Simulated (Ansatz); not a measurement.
Geometry optimisation, Ansatz 0.2.0, RHF/def2-SVP.

input.yaml

```yaml
crystal:
  periodic: [false, false, false]
  atoms:
    - { symbol: Ta, position_ang: [-0.319775, 0.243235, 0.229915] }
    - { symbol: F, position_ang: [1.555839, 0.685717, 0.290599] }
    - { symbol: "N", position_ang: [-0.114191, 0.089408, 2.231231] }
    - { symbol: H, position_ang: [-0.775504, -0.339801, 2.852027] }
    - { symbol: H, position_ang: [0.731566, 0.316027, 2.72274] }
    - { symbol: "N", position_ang: [0.143946, -0.509135, -1.583668] }
    - { symbol: H, position_ang: [-0.438194, -1.124338, -2.121728] }
    - { symbol: H, position_ang: [1.050047, -0.42448, -2.00794] }
    - { symbol: "N", position_ang: [-1.108403, 2.014486, -0.10154] }
    - { symbol: H, position_ang: [-1.386914, 2.654477, 0.619323] }
    - { symbol: H, position_ang: [-1.27875, 2.397788, -1.013007] }
    - { symbol: O, position_ang: [-1.838649, -0.889487, 0.309664] }
    - { symbol: H, position_ang: [-2.433, -1.60983, 0.414702] }
    - { symbol: "N", position_ang: [1.861104, -2.266696, 0.768103] }
    - { symbol: H, position_ang: [1.36322, -2.536835, -0.059885] }
    - { symbol: H, position_ang: [1.24073, -2.291631, 1.55612] }
    - { symbol: H, position_ang: [2.204028, -1.306705, 0.648145] }
basis:
  gaussian: { orbitals: def2-SVP }
hamiltonian:
  xc: hf
relax:
  f_tol: 0.03
  max_steps: 50
```

Run as:

```bash
$ ansatz run input.yaml --threads 4 --pin off --max-ram 5120MiB --backend cpu --events-out ev --progress --plain --runs-dir out
```

Where does it end, and by what steps?

The run converged. After 7 steps the energy has fallen by 0.125 eV; H17 moved furthest, 0.73 Å.

```csv
step,energy less start (eV),largest force component (eV/Å),accepted
0,0.0000,1.106,yes
1,-0.0732,0.236,yes
2,-0.1010,0.300,yes
3,-0.1139,0.185,yes
4,-0.1196,0.147,yes
5,-0.1231,0.118,yes
6,-0.1248,0.060,yes
7,-0.1251,0.027,yes
```

```xyz
17
Properties=species:S:1:pos:R:3
Ta -0.468 0.419 0.195
F 1.378 0.958 0.231
N -0.155 0.071 2.145
H -0.778 -0.421 2.758
H 0.716 0.276 2.601
N 0.086 -0.502 -1.499
H -0.463 -1.171 -2.007
H 1.012 -0.429 -1.880
N -1.268 2.197 -0.138
H -1.540 2.846 0.579
H -1.434 2.590 -1.047
O -2.020 -0.673 0.264
H -2.604 -1.403 0.342
N 2.157 -2.646 0.850
H 1.613 -2.722 0.008
H 1.510 -2.471 1.599
H 2.715 -1.815 0.754
```

Whether the end is a true minimum wasn't checked by a vibrational analysis.

Time of the run: 23 s on 4 threads of Arm Neoverse V2 (shared host), peak memory 0.54 GiB.
